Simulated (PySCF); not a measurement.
**Dipole moment and polarisability of `N[C@]12C[C@](C(F)(F)F)(C1)C2`**

C6H8F3N.
Atom-mapped SMILES: `[NH2:1][C@:2]12[CH2:3][C@:4]([C:5]([F:6])([F:7])[F:8])([CH2:9]1)[CH2:10]2` (hydrogens: H11, H12 on N1; H13, H14 on C3; H15, H16 on C9; H17, H18 on C10)

Structure used (PBE0-D3(BJ)/def2-SVP), in Å, numbered top down from 1:
```xyz
18
C6H8F3N angstrom
N      2.521   -0.247    0.098
C      1.115   -0.109    0.064
C      0.349    1.048   -0.618
C     -0.725    0.073   -0.099
C     -2.206    0.213   -0.235
F     -2.647    1.327    0.360
F     -2.843   -0.821    0.323
F     -2.580    0.268   -1.518
C      0.058   -0.023    1.219
C      0.142   -1.077   -0.648
H      2.954    0.528    0.597
H      2.794   -1.106    0.570
H      0.391    2.032   -0.124
H      0.455    1.126   -1.710
H     -0.103   -0.934    1.815
H      0.075    0.884    1.843
H      0.235   -1.143   -1.742
H     -0.008   -2.064   -0.183
```

Level: wB97X-D/def2-SVPD (PySCF), static field, nuclei fixed, core orbitals frozen in the response. The polarisability tensor in these axes (au):

```
x   83.11 -0.98  0.88
y   -0.98 73.17 -0.08
z    0.88 -0.08 73.22
```

Q: Give the principal values, the mean and the anisotropy Δα = √{½[(α1 − α2)² + (α2 − α3)² + (α1 − α3)²]}.

A: Principal values 73.08, 73.14 and 83.28 au; mean 76.50 au = 11.34 Å³ = 12.61 × 10⁻⁴⁰ C²·m²/J; Δα = 10.17 au (13 % of the mean).

Q: What is the dipole moment, and where does it point?

A: (2.68, -0.27, 1.41) D, 3.04 D in size, pointing from the negative to the positive side. Measured along this direction, the outermost atoms are F8 at the negative end and H11 and H12 at the positive end.

Q: Find the Langevin capture rate constant for H3+ (3.023 u) meeting this molecule (151.061 u), k = 2.342 × 10⁻⁹ cm³/s × √(α in Å³ / reduced mass in u).

A: The reduced mass is 2.96 u, so k = 4.58 × 10⁻⁹ cm³/s. The formula leaves out the permanent dipole, which adds to the capture rate.

Q: What depolarisation ratio follows for Rayleigh scattering of linearly polarised light, taking the static tensor?

A: ρ = 3Δα²/(45ᾱ² + 4Δα²) = 310.5/(263345 + 414.0) = 0.00118.

Q: How large is μ²/3kT at 500 K beside α?

A: In Gaussian units μ²/3kT = 44.64 Å³ against 11.34 Å³, a ratio of 3.94; the Debye molar polarisation (4π/3)N_A(α + μ²/3kT) is 141.2 cm³/mol, leaving out the vibrational part.

Q: Sum over states: ᾱ = Σ f/ω², ω in Eh. What share falls to these 10 lowest TDDFT singlets (eV, f)? 6.75, 0.0297; 8.19, 0.0042; 8.22, 0.0177; 8.63, 0.0055; 8.86, 0.0099; 8.88, 0.0205; 9.32, 0.0701; 9.38, 0.0085; 9.39, 0.0448; 9.68, 0.0571.

A: They add up to 2.56 au, 3.3 % of the 76.50 au; the largest single term is 0.60 au, from the state at 9.32 eV. Terms in order: 0.48, 0.05, 0.19, 0.05, 0.09, 0.19, 0.60, 0.07, 0.38, 0.45 au. Higher excitations give the rest. The strengths listed sum to 0.268.

Q: Estimate the molar refractivity from the static electronic polarisability.

A: Lorentz–Lorenz: R = (4π/3)N_A α = 2.5225 cm³/(mol·Å³) × 11.34 Å³ = 28.6 cm³/mol, in the limit of long wavelengths.

One conformer (not necessarily the lowest) at the PBE0-D3(BJ)/def2-SVP geometry, without solvent, vibrations or thermal averaging.

wB97X-D is run here without its empirical dispersion term; that term would change no orbital, density or response property at a fixed geometry.
